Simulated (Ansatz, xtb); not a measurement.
**Isomers of BrH5NSi2+ in order of energy**

9 gas-phase structures of BrH5NSi2+, found in a search over its isomers (lower ones may exist). Each was relaxed with GFN2-xTB; where two conformers were screened, the lower at r2SCAN-D4/def2-SVP is listed:

A. `[NH2+]=[SiH][SiH2]Br`, a singlet
B. `[SiH2]=[NH+][SiH2]Br`, a singlet
C. `[NH2+]=[Si]([SiH3])Br`, a singlet
D. `[SiH3][NH2+][Si]Br`, a singlet
E. `[SiH][NH2+][SiH2]Br`, a singlet
F. `Br[Si@H]1[NH2+][SiH2]1`, a singlet
G. `N[SiH2][SiH+]Br`, a singlet
H. `N[Si@H]([SiH2+])Br`, a singlet
I. `[SiH3]/[NH+]=[SiH]/Br`, a singlet

**Question.** Make a reasoned guess at their ranking by r2SCAN-D4/def2-SVP single-point energy.

**Answer.** Calculated order at r2SCAN-D4/def2-SVP: I (0.0), C (0.9), B (2.5), F (3.9), A (5.7), D (7.7), E (18.2), G (23.4), H (31.0) kcal/mol. Less than 1 kcal/mol parts I and C, so the order within that pair means little.

Energies above the lowest of each column, in kcal/mol; the last columns are at PBE0-D3(BJ)/def2-SVP geometries and were run for some of them only (a dash: not run or not comparable):

```tsv
structure	GFN2-xTB	HF/STO-3G	r2SCAN-D4/def2-SVP	PBE0-D3(BJ)/def2-SVP	CCSD(T)/def2-SVP + ΔMP2/def2-TZVPP
I	8.6	13.7	0.0	1.4	0.0
C	23.9	12.3	0.9	0.0	3.2
B	0.0	15.4	2.5	3.3	2.7
F	35.1	15.4	3.9	1.8	7.7
A	21.7	18.2	5.7	4.9	–
D	29.1	0.0	7.7	–	–
E	35.5	11.7	18.2	–	–
G	30.1	41.2	23.4	–	–
H	34.6	49.3	31.0	–	–
```

CCSD(T)/def2-SVP + ΔMP2/def2-TZVPP puts I lowest of those it was run on; GFN2-xTB picks B, HF/STO-3G picks D, PBE0-D3(BJ)/def2-SVP picks C. CCSD(T)/def2-SVP + ΔMP2/def2-TZVPP orders those it was run on as I (0.0), B (2.7), C (3.2), F (7.7) kcal/mol. Less than 1 kcal/mol parts B and C, so the order within that pair means little. Some further structures that were screened fall inside this span and aren't listed. Flexible structures stand in one conformer each, not always the lowest. Frequencies (PBE0-D3(BJ)/def2-SVP) were run for B, C, F, I alone. ΔMP2 is the change of the MP2 energy from the smaller to the larger basis.

Over these structures GFN2-xTB departs from r2SCAN-D4/def2-SVP by 8.7 kcal/mol on average once a common shift is removed. A GFN2-xTB relaxation took about 0.15 s and the r2SCAN-D4/def2-SVP energy about 1 s on a shared host (Ansatz 0.2.0, xtb 6.7.1).
